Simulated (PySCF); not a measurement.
## Calculated data, H₉NSi₃, CH₇NSi₂, BClH₄NSi, H₄NOSi and others

All values are calculated (PySCF 2.14.0). Calculation on a computer-drawn molecule: the log of a Hartree-Fock and frozen-core CCSD(T) single point meant for a local Hartree-Fock minimum, with one planted fault or none, to be diagnosed. Offsets are logged minus clean, where the clean run is the same molecule without the fault. The reference is restricted for singlets and unrestricted otherwise, and also for a bond in bohr or an excited solution. Adding or removing an electron swaps singlet and doublet. The excited solution moves the top pair (singlet) or top alpha electron (doublet) to the lowest empty orbital. Highest occupied and lowest empty are orbital energies over both spins, largest force is the largest gradient component, triples share is (T) over the correlation energy, the T1 limit is 0.02 restricted and 0.045 unrestricted, electrons count all cores, a negative frequency is imaginary (commonest isotopes), and the dipole is about the centre of nuclear charge.

Common to all runs: meant charge 0; meant basis cc-pV(D+d)Z; logged SCF converged yes; possible faults no fault, one electron removed, one electron added, multiplicity raised by two, geometry at a saddle point, SCF held on an excited solution, minimal basis STO-3G, one bond length entered in bohr, all coordinates scaled.

```json
{"entry": 1, "formula": "H9NSi3", "logged_structure": {"atoms_angstrom": [["N", -0.8752, 0.0504, -3.9603], ["Si", -1.612, 0.6127, -2.4882], ["Si", -3.7867, -0.3148, -2.352], ["Si", -0.3713, 0.1409, -0.5155], ["H", -0.0092, 0.4712, -4.2465], ["H", -0.7892, -1.8206, -4.2633], ["H", -1.7237, 2.0907, -2.5887], ["H", -4.6379, 0.1657, -3.4672], ["H", -4.4272, 0.0577, -1.0661], ["H", -3.7138, -1.7971, -2.4223], ["H", -1.0322, 0.7133, 0.6848], ["H", 0.9999, 0.7068, -0.6102], ["H", -0.2445, -1.327, -0.3186]]}, "given": {"meant_multiplicity": 1, "logged_electrons": 58, "logged_basis_functions": 128, "logged_spin_squared": 0.8215, "logged_highest_occupied [eV]": -9.6061, "logged_lowest_empty [eV]": 2.099, "logged_largest_force [hartree/bohr]": 0.021925, "logged_T1_diagnostic": 0.058649, "logged_D1_diagnostic": 0.36017, "logged_triples_share": 0.034383, "logged_CC_converged": "yes", "logged_dipole_magnitude [debye]": 1.242, "logged_SCF_stable_within_its_kind": "yes", "logged_energy_HF [hartree]": -926.37902, "logged_energy_CCSD(T) [hartree]": -926.94081, "drawn_bonds_atom": [1, 2, 2, 1, 1, 2, 3, 3, 3, 4, 4, 4], "drawn_bonds_other_atom": [2, 3, 4, 5, 6, 7, 8, 9, 10, 11, 12, 13], "drawn_bonds_order": [1, 1, 1, 1, 1, 1, 1, 1, 1, 1, 1, 1]}, "results": {"planted_fault": "one bond length entered in bohr, row 5 of the drawn bonds", "HF_energy_offset_from_clean_run [kcal/mol]": 84.88, "CCSD(T)_energy_offset_from_clean_run [kcal/mol]": 90.7}, "notes": ["T1 above single-reference limit"]}
{"entry": 2, "formula": "CH7NSi2", "logged_structure": {"atoms_angstrom": [["N", -2.2182, -1.6711, -1.5845], ["Si", -1.0242, -1.5268, -0.2087], ["C", 0.3264, -0.2968, -0.0239], ["Si", 1.5649, -0.2531, 1.5397], ["H", -2.9923, -2.4308, -1.6205], ["H", -2.2309, -1.0124, -2.4478], ["H", -1.336, -2.6711, 0.8549], ["H", 0.4785, 0.5144, -0.8683], ["H", 1.4982, 1.1366, 2.3584], ["H", 1.1829, -1.4395, 2.5657], ["H", 3.1123, -0.4502, 1.1243]]}, "given": {"meant_multiplicity": 1, "logged_electrons": 48, "logged_basis_functions": 109, "logged_spin_squared": 0.0, "logged_highest_occupied [eV]": -7.9198, "logged_lowest_empty [eV]": 2.548, "logged_largest_force [hartree/bohr]": 0.052577, "logged_T1_diagnostic": 0.016284, "logged_D1_diagnostic": 0.060013, "logged_triples_share": 0.03494, "logged_CC_converged": "yes", "logged_dipole_magnitude [debye]": 4.1532, "logged_SCF_stable_within_its_kind": "yes", "logged_energy_HF [hartree]": -674.18549, "logged_energy_CCSD(T) [hartree]": -674.78414, "drawn_bonds_atom": [1, 2, 3, 1, 1, 2, 3, 4, 4, 4], "drawn_bonds_other_atom": [2, 3, 4, 5, 6, 7, 8, 9, 10, 11], "drawn_bonds_order": [1, 2, 1, 1, 1, 1, 1, 1, 1, 1]}, "results": {"planted_fault": "all coordinates scaled, by +8.5 %", "HF_energy_offset_from_clean_run [kcal/mol]": 42.79, "CCSD(T)_energy_offset_from_clean_run [kcal/mol]": 29.92}}
{"entry": 3, "formula": "BClH4NSi", "logged_structure": {"atoms_angstrom": [["N", -0.519, -0.3033, 0.8644], ["Si", -0.1444, 1.2811, 0.2193], ["B", 0.8407, 1.6127, -1.4679], ["Cl", 1.1627, 3.3563, -2.0197], ["H", -1.0351, -0.4529, 1.7493], ["H", -0.2511, -1.1898, 0.4003], ["H", -0.6907, 2.3454, 1.1623], ["H", 1.2587, 0.6968, -2.1866]]}, "given": {"meant_multiplicity": 2, "logged_electrons": 47, "logged_basis_functions": 94, "logged_spin_squared": 0.7604, "logged_highest_occupied [eV]": -7.3184, "logged_lowest_empty [eV]": 1.0968, "logged_largest_force [hartree/bohr]": 0.027013, "logged_T1_diagnostic": 0.01759, "logged_D1_diagnostic": 0.07655, "logged_triples_share": 0.029165, "logged_CC_converged": "yes", "logged_dipole_magnitude [debye]": 4.5536, "logged_SCF_stable_within_its_kind": "yes", "logged_energy_HF [hartree]": -829.91731, "logged_energy_CCSD(T) [hartree]": -830.46266, "drawn_bonds_atom": [1, 2, 3, 1, 1, 2, 3], "drawn_bonds_other_atom": [2, 3, 4, 5, 6, 7, 8], "drawn_bonds_order": [1, 1, 1, 1, 1, 1, 1]}, "results": {"planted_fault": "all coordinates scaled, by +3.5 %", "HF_energy_offset_from_clean_run [kcal/mol]": 5.751, "CCSD(T)_energy_offset_from_clean_run [kcal/mol]": 2.871}}
{"entry": 4, "formula": "BClH4NSi", "logged_structure": {"atoms_angstrom": [["N", -0.5014, -0.293, 0.8352], ["Si", -0.1395, 1.2378, 0.2119], ["B", 0.8122, 1.5582, -1.4182], ["Cl", 1.1234, 3.2428, -1.9514], ["H", -1.0001, -0.4376, 1.6902], ["H", -0.2427, -1.1496, 0.3867], ["H", -0.6673, 2.2661, 1.123], ["H", 1.2161, 0.6732, -2.1126]]}, "given": {"meant_multiplicity": 2, "logged_electrons": 47, "logged_basis_functions": 94, "logged_spin_squared": 0.7719, "logged_highest_occupied [eV]": -2.8979, "logged_lowest_empty [eV]": -1.3488, "logged_largest_force [hartree/bohr]": 0.071262, "logged_dipole_magnitude [debye]": 4.8055, "logged_SCF_stable_within_its_kind": "no", "logged_energy_HF [hartree]": -829.77302, "drawn_bonds_atom": [1, 2, 3, 1, 1, 2, 3], "drawn_bonds_other_atom": [2, 3, 4, 5, 6, 7, 8], "drawn_bonds_order": [1, 1, 1, 1, 1, 1, 1]}, "results": {"planted_fault": "SCF held on an excited solution", "HF_energy_offset_from_clean_run [kcal/mol]": 96.29}, "notes": ["coupled-cluster numbers left out as unreliable"]}
{"entry": 5, "formula": "H4NOSi", "logged_structure": {"atoms_angstrom": [["N", 0.3167, 2.1973, -0.769], ["Si", -1.1915, 1.4571, -0.3851], ["O", -1.176, -0.1146, -0.8975], ["H", 1.1588, 1.8626, -0.3372], ["H", 0.3492, 3.1971, -0.8529], ["H", -2.221, 2.2731, -1.0854], ["H", -0.5052, -0.4406, -2.5254]]}, "given": {"meant_multiplicity": 2, "logged_electrons": 33, "logged_basis_functions": 71, "logged_spin_squared": 1.4042, "logged_highest_occupied [eV]": -9.1539, "logged_lowest_empty [eV]": 1.7672, "logged_largest_force [hartree/bohr]": 0.028691, "logged_T1_diagnostic": 0.067588, "logged_D1_diagnostic": 0.3666, "logged_triples_share": 0.032497, "logged_CC_converged": "yes", "logged_dipole_magnitude [debye]": 3.2249, "logged_SCF_stable_within_its_kind": "yes", "logged_energy_HF [hartree]": -420.49043, "logged_energy_CCSD(T) [hartree]": -420.97131, "drawn_bonds_atom": [1, 2, 1, 1, 2, 3], "drawn_bonds_other_atom": [2, 3, 4, 5, 6, 7], "drawn_bonds_order": [1, 1, 1, 1, 1, 1]}, "results": {"planted_fault": "one bond length entered in bohr, row 6 of the drawn bonds", "HF_energy_offset_from_clean_run [kcal/mol]": 75.91, "CCSD(T)_energy_offset_from_clean_run [kcal/mol]": 75.3}, "notes": ["T1 above single-reference limit"]}
{"entry": 6, "formula": "H3NOSi2", "logged_structure": {"atoms_angstrom": [["N", 1.1666, 0.2127, -0.2741], ["Si", -0.0522, -0.3932, 0.7084], ["O", 0.1598, -1.3968, 1.8076], ["Si", -2.2498, 0.4742, 0.3644], ["H", 1.0369, 0.8863, -1.0029], ["H", 2.1201, -0.0876, -0.1857], ["H", -2.5732, -0.6568, -0.5884]]}, "given": {"meant_multiplicity": 1, "logged_electrons": 47, "logged_basis_functions": 89, "logged_spin_squared": 0.7682, "logged_highest_occupied [eV]": -1.9118, "logged_lowest_empty [eV]": 7.0851, "logged_largest_force [hartree/bohr]": 0.051795, "logged_T1_diagnostic": 0.019265, "logged_D1_diagnostic": 0.059982, "logged_triples_share": 0.030362, "logged_CC_converged": "yes", "logged_dipole_magnitude [debye]": 6.97, "logged_SCF_stable_within_its_kind": "yes", "logged_energy_HF [hartree]": -708.95123, "logged_energy_CCSD(T) [hartree]": -709.53432, "drawn_bonds_atom": [1, 2, 2, 1, 1, 4], "drawn_bonds_other_atom": [2, 3, 4, 5, 6, 7], "drawn_bonds_order": [1, 2, 1, 1, 1, 1]}, "results": {"planted_fault": "one electron added", "HF_energy_offset_from_clean_run [kcal/mol]": -25.36, "CCSD(T)_energy_offset_from_clean_run [kcal/mol]": -28.77}}
{"entry": 7, "formula": "ClFH2NSi", "logged_structure": {"atoms_angstrom": [["N", -2.0541, 0.1406, 1.1136], ["Si", -1.0781, -0.2479, -0.2169], ["F", 0.121, -1.1521, 0.3639], ["Cl", -2.1808, -1.3542, -1.5714], ["H", -2.9422, 0.5897, 0.9966], ["H", -1.6354, 0.3581, 1.9987]]}, "given": {"meant_multiplicity": 2, "logged_electrons": 49, "logged_basis_functions": 84, "logged_spin_squared": 1.06, "logged_highest_occupied [eV]": -3.1488, "logged_lowest_empty [eV]": -1.1282, "logged_largest_force [hartree/bohr]": 0.030451, "logged_dipole_magnitude [debye]": 3.9624, "logged_SCF_stable_within_its_kind": "no", "logged_energy_HF [hartree]": -903.38451, "drawn_bonds_atom": [1, 2, 2, 1, 1], "drawn_bonds_other_atom": [2, 3, 4, 5, 6], "drawn_bonds_order": [1, 1, 1, 1, 1]}, "results": {"planted_fault": "SCF held on an excited solution", "HF_energy_offset_from_clean_run [kcal/mol]": 140.0}, "notes": ["coupled-cluster numbers left out as unreliable"]}
{"entry": 8, "formula": "H4N2OSi", "logged_structure": {"atoms_angstrom": [["N", -1.028, -0.2379, -2.2091], ["Si", -2.0281, 0.6593, -1.2145], ["N", -0.2821, 2.3321, 0.818], ["O", -3.5237, 0.6683, -1.2775], ["H", -0.0292, -0.2521, -2.1785], ["H", -1.4098, -0.8311, -2.919], ["H", 0.7158, 2.3355, 0.8702], ["H", -0.7147, 2.9308, 1.4934]]}, "given": {"meant_multiplicity": 1, "logged_electrons": 40, "logged_basis_functions": 85, "logged_spin_squared": 1.0177, "logged_highest_occupied [eV]": -8.9263, "logged_lowest_empty [eV]": 1.8599, "logged_largest_force [hartree/bohr]": 0.019864, "logged_T1_diagnostic": 0.020536, "logged_D1_diagnostic": 0.088226, "logged_triples_share": 0.026969, "logged_CC_converged": "yes", "logged_dipole_magnitude [debye]": 6.3861, "logged_SCF_stable_within_its_kind": "yes", "logged_energy_HF [hartree]": -474.97543, "logged_energy_CCSD(T) [hartree]": -475.60219, "drawn_bonds_atom": [1, 2, 2, 1, 1, 3, 3], "drawn_bonds_other_atom": [2, 3, 4, 5, 6, 7, 8], "drawn_bonds_order": [1, 1, 2, 1, 1, 1, 1]}, "results": {"planted_fault": "one bond length entered in bohr, row 2 of the drawn bonds", "HF_energy_offset_from_clean_run [kcal/mol]": 89.21, "CCSD(T)_energy_offset_from_clean_run [kcal/mol]": 106.3}}
{"entry": 9, "formula": "ClH4N2Si", "logged_structure": {"atoms_angstrom": [["N", -2.1827, 1.3541, -2.6932], ["Si", -1.1808, 0.9726, -1.2451], ["N", 0.1499, 2.193, -1.187], ["Cl", -0.1371, -0.9913, -1.2984], ["H", -1.7017, 1.5293, -3.6241], ["H", -3.1132, 0.8673, -2.8326], ["H", -0.1014, 3.2233, -1.1753], ["H", 1.0148, 2.0033, -0.605]]}, "given": {"meant_multiplicity": 2, "logged_electrons": 49, "logged_basis_functions": 94, "logged_spin_squared": 0.7575, "logged_highest_occupied [eV]": -9.1675, "logged_lowest_empty [eV]": 1.4377, "logged_largest_force [hartree/bohr]": 0.045739, "logged_T1_diagnostic": 0.015285, "logged_D1_diagnostic": 0.072213, "logged_triples_share": 0.026915, "logged_CC_converged": "yes", "logged_dipole_magnitude [debye]": 2.8962, "logged_SCF_stable_within_its_kind": "yes", "logged_energy_HF [hartree]": -859.73101, "logged_energy_CCSD(T) [hartree]": -860.35215, "drawn_bonds_atom": [1, 2, 2, 1, 1, 3, 3], "drawn_bonds_other_atom": [2, 3, 4, 5, 6, 7, 8], "drawn_bonds_order": [1, 1, 1, 1, 1, 1, 1]}, "results": {"planted_fault": "all coordinates scaled, by +5.7 %", "HF_energy_offset_from_clean_run [kcal/mol]": 15.22, "CCSD(T)_energy_offset_from_clean_run [kcal/mol]": 8.195}}
{"entry": 10, "formula": "FH3NOSi", "logged_structure": {"atoms_angstrom": [["N", -0.699, -0.0227, 0.6092], ["Si", 0.228, -0.3709, -0.7311], ["O", 1.2288, -1.5764, -0.3958], ["F", -0.6078, -0.927, -1.9504], ["H", -1.1736, -0.7544, 1.064], ["H", -1.2386, 0.7962, 0.621], ["H", 1.7847, -1.484, 0.3374]]}, "given": {"meant_multiplicity": 2, "logged_electrons": 41, "logged_basis_functions": 80, "logged_spin_squared": 0.7522, "logged_highest_occupied [eV]": -9.3562, "logged_lowest_empty [eV]": 2.3124, "logged_largest_force [hartree/bohr]": 0.022251, "logged_T1_diagnostic": 0.012846, "logged_D1_diagnostic": 0.051141, "logged_triples_share": 0.019534, "logged_CC_converged": "yes", "logged_dipole_magnitude [debye]": 3.0891, "logged_SCF_stable_within_its_kind": "yes", "logged_energy_HF [hartree]": -519.53924, "logged_energy_CCSD(T) [hartree]": -520.18861, "drawn_bonds_atom": [1, 2, 2, 1, 1, 3], "drawn_bonds_other_atom": [2, 3, 4, 5, 6, 7], "drawn_bonds_order": [1, 1, 1, 1, 1, 1]}, "results": {"planted_fault": "all coordinates scaled, by -2.2 %", "HF_energy_offset_from_clean_run [kcal/mol]": 2.586, "CCSD(T)_energy_offset_from_clean_run [kcal/mol]": 5.484}}
```
